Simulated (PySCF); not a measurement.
# How methods differ on the ionisation energy of Ir²⁺

Ir²⁺ [Xe] 4f14 5d7 (4F) → Ir³⁺ [Xe] 4f14 5d6 (5D), as a difference of total energies. Calculation: PySCF 2.14, in def2-QZVPPD with the def2 core potential (60 electrons) (7s5p4d4f2g, 88 functions); scalar relativity through the core potential. Correlated levels: valence: 5s2 5p6 frozen; valence and next inner shell: nothing frozen outside the core potential. The calculations carry no spin-orbit coupling.

| method | ionisation energy (eV) |
| --- | --- |
| UHF | 27.503 |
| LDA | 29.536 |
| PBE | 29.321 |
| PBE0 | 29.165 |
| r2SCAN | 29.018 |
| r2SCANh | 29.001 |
| BP86 | 29.497 |
| revPBE | 29.258 |
| B97-3 | 29.343 |
| MP2 (valence) | 28.821 |
| SCS-MP2 (valence) | 28.986 |
| MP2 (valence and next inner shell) | 28.785 |
| SCS-MP2 (valence and next inner shell) | 28.801 |

Q: How much does correlation contribute at MP2 (valence and next inner shell)?

A: 28.785 − (27.503) = 1.282 eV, measured against UHF.

The reference lies between the lowest fine-structure levels, while these numbers refer to the centres of the terms.

Errors of the correlated levels include the incompleteness of this basis and the frozen core.

For comparison: 28 ± 1.6 eV (theoretical estimate listed by NIST; NIST Atomic Spectra Database, ionization energies).
